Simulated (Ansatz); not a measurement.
Te₂Pb, relaxed as a singlet with RKS r2SCAN-D4/def2-SVP in Ansatz, starting from the GFN1-xTB geometry. Force threshold 0.02 eV/Å.

In the def2 sets Pb, Te take a core potential; there is no spin–orbit coupling. The structure comes from a short search, and lower isomers may exist.

Start:

```xyz
3

Pb    0.2527   -1.1419   -1.1655
Te    0.9874    1.2707    0.1391
Te   -1.2401   -0.1288    1.0263
```

Q: Estimate the energy that the relaxation releases and the steps that it takes.

A: 0.02 eV, in 4 steps; 7 s on 4 threads of Arm Neoverse V1 on a shared host. No frequencies were taken in this run, so the end may be a saddle point.

Q: Does the start keep its bonding and symmetry?

A: By distances, no bond broke or formed. The bond that changes most is Te2–Te3, from 2.78 to 2.84 Å (atoms count from 1). Point group C2v at the start, C2v at the end, both within 0.05 Å.

Q: Predict the relaxed structure.

A: 
```xyz
3

Pb    0.2515   -1.1359   -1.1595
Te    1.0137    1.2837    0.1258
Te   -1.2652   -0.1478    1.0337
```
Bond lengths: 2 × Pb–Te 2.84 Å; 1 × Te–Te 2.84 Å.
